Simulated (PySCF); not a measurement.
Computed shifts of a molecule C5H9N, PBE0/pcSseg-1 (PySCF), GIAO, gas phase, equivalent atoms averaged, in ppm (number of nuclei): ¹³C: 93.3 (1), 76.8 (1), 51.1 (1), 31.4 (1), 21.1 (1). ¹⁵N: 29.3 (1). ¹H: 3.42 (1), 2.72 (1), 2.64 (1), 2.18 (1), 1.67 (3), 0.87 (1), 0.54 (1). References: ¹³C against TMS (σ = 186.3 ppm); ¹⁵N against NH3 (σ = 267.4 ppm); ¹H against TMS (σ = 31.56 ppm), references at their B3LYP-D3(BJ)/def2-TZVP geometries, non-relativistic. Coordinates come from a PBE0-D3(BJ)/def2-SVP optimisation. The values are those of a single conformer.

Task: Which molecule gave these data?
(A) C#C[C@@H](C)CN
(B) C=CN=C(C)C
(C) C=CC/N=C/C
(D) NC[C@@H]1C=CC1

Result: A, C#C[C@@H](C)CN
